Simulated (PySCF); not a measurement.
Work out the structure from these simulated measurements.

Formula: C5HF3N2O.

- UV, first state: lowest singlet excitation: 5.36 eV (231 nm, f = 0.314) [TDDFT PBE0/def2-SVPD]
- Dipole: 3.78 D [PBE0/def2-SVPD]
- Triplet: lowest triplet excitation (Tamm–Dancoff): 3.11 eV [TDA PBE0/def2-SVPD]
- 1H NMR: chemical shifts (computed TMS as zero) by class: 5.95 (1 H) ppm [GIAO PBE0/pcSseg-1]
- NMR, other nuclei: isotropic shieldings of nuclei other than C and H, by class: -80 (1 N), -75 (1 N), 151 (1 O), 243 (3 F) ppm [GIAO PBE0/pcSseg-1]
- Rotational structure: rotational constants A, B, C: 1.993, 0.710, 0.576 GHz [GFN2-xTB]
- 13C NMR: chemical shifts (computed TMS as zero) by class: 145.0 (1 C), 129.1 (1 C), 116.5 (1 C), 115.3 (1 C), 106.0 (1 C) ppm [GIAO PBE0/pcSseg-1]
- Polarisability: 75.0 au [PBE0/def2-SVPD]

Electronic properties: PySCF, gas phase, density fitting. Levels stand in brackets. Isolated species at its GFN2-xTB geometry (one conformer only). Each NMR value is the plain mean over a class of atoms that symmetry, rotation or inversion makes alike.

Question: Propose a structure and show how it fits.

Answer: Numbering: `[N:1]#[C:2]/[CH:3]=[C:4](\[C:5]#[N:6])[O:7][C:8]([F:9])([F:10])[F:11]`. Its formula, C5HF3N2O, gives 5 degrees of unsaturation: 0 rings and 5 π bonds in the structure found. 5 carbons fall into 5 classes; from least to most shielded: vinylic carbon bearing oxygen [C4] (145.0 ppm), CF3 carbon [C8] (129.1 ppm), nitrile carbon [C2] (116.5 ppm), nitrile carbon [C5] (115.3 ppm), alkene CH carbon [C3] (106.0 ppm). The one hydrogen (5.95 ppm): vinylic hydrogen. The other shieldings belong to: -80 ppm, nitrile nitrogen [N1]; -75 ppm, nitrile nitrogen [N6]; 151 ppm, ether oxygen [O7]; 243 ppm, fluorine of a CF3 group [F9/F10/F11]. S1 is mainly HOMO→LUMO (weight 0.95); the largest Löwdin shares of the orbital it empties are 0.21 on the alkene CH carbon, 0.20 on a nitrile nitrogen, 0.18 on the vinylic carbon bearing oxygen and 0.12 on a nitrile carbon, of the orbital it fills 0.23 on the vinylic carbon bearing oxygen, 0.23 on the alkene CH carbon, 0.13 on a nitrile nitrogen and 0.11 on a nitrile nitrogen. The optimised geometry has point group Cs and is an asymmetric top. Structure: `N#C/C=C(\C#N)OC(F)(F)F`. Computed isomers that give other values at the same levels: `C#Cc1nnc(C(F)(F)F)o1` (13C chemical shifts (computed TMS as zero) by class: 161.3 (1 C), 158.2 (1 C), 126.4 (1 C), 99.1 (1 C), 73.1 (1 C) ppm). The assignments are read from this structure; whether some other isomer fits the data as well wasn't checked.

Conformer computed: `[N:1]#[C:2]/[CH:3]=[C:4](\[C:5]#[N:6])[O:7][C:8]([F:9])([F:10])[F:11]`: C3–C4–O7–C8 0°, C4–O7–C8–F9 180°.
